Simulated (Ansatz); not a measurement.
C3H6Si can be A, `C=C1C[SiH2]1`, or B, `C[SiH]1C=C1`.

Calculated with Ansatz (gas phase, PBE0-D4/def2-TZVP geometries, no zero-point term in ΔE). CCSD(T)/CBS is the MP2 limit (def2-TZVPP, def2-QZVPP) plus CCSD(T) − MP2 in def2-TZVPP, frozen cores. DFT in def2-TZVPP.

A:

Z-matrix (Å, degrees):
```
C
C 1 1.508
Si 1 1.868 2 64.1
H 1 1.089 2 116.7 3 -111.4
H 1 1.089 2 116.7 3 111.4
C 2 1.320 1 136.8 3 179.9
H 3 1.479 1 119.4 2 -105.7
H 3 1.480 1 119.4 2 105.7
H 6 1.088 2 121.7 1 0.1
H 6 1.085 2 121.5 1 180.0
```

B:

Z-matrix (Å, degrees):
```
C
Si 1 1.863
H 1 1.091 2 110.7
H 1 1.093 2 110.6 3 -120.4
H 1 1.093 2 110.7 3 120.4
C 2 1.807 1 123.4 3 -25.4
C 2 1.807 1 123.4 3 27.1
H 2 1.486 1 111.1 3 -179.2
H 6 1.084 2 156.7 1 -74.8
H 7 1.084 2 156.7 1 74.7
```

Problem. Which is lower in electronic energy at CCSD(T)/CBS, and by how much? (An estimate is asked.)

Solution. The calculation gave: B, by 13.0 kcal/mol.

Problem. Give E(B) − E(A) in kcal/mol with MP2/def2-TZVPP, r2SCAN-D4, HF/def2-TZVPP, ωB97M-V, B2PLYP, CCSD(T)/def2-TZVPP, PBE0-D4. (An estimate is asked.)

Solution. The calculation gave: MP2/def2-TZVPP -13.6, r2SCAN-D4 -12.1, HF/def2-TZVPP -14.4, ωB97M-V -13.5, B2PLYP -12.3, CCSD(T)/def2-TZVPP -12.5, PBE0-D4 -11.9. None reverses the order clearly.

Problem. Does the order hold for the free energy at 298.15 K (harmonic terms from PBE0-D4)? (An estimate is asked.)

Solution. The calculation gave: Yes: G(B) − G(A) = -12.3 kcal/mol.

Largest T1 diagnostic: 0.012.

At CCSD(T), def2-SVP lies +3.4 kcal/mol from the extrapolated value and def2-TZVPP +0.5 kcal/mol. From PBE to PBE0 (25 % exact exchange), in def2-TZVPP and without D4, E(B) − E(A) moves by −1.6 kcal/mol.
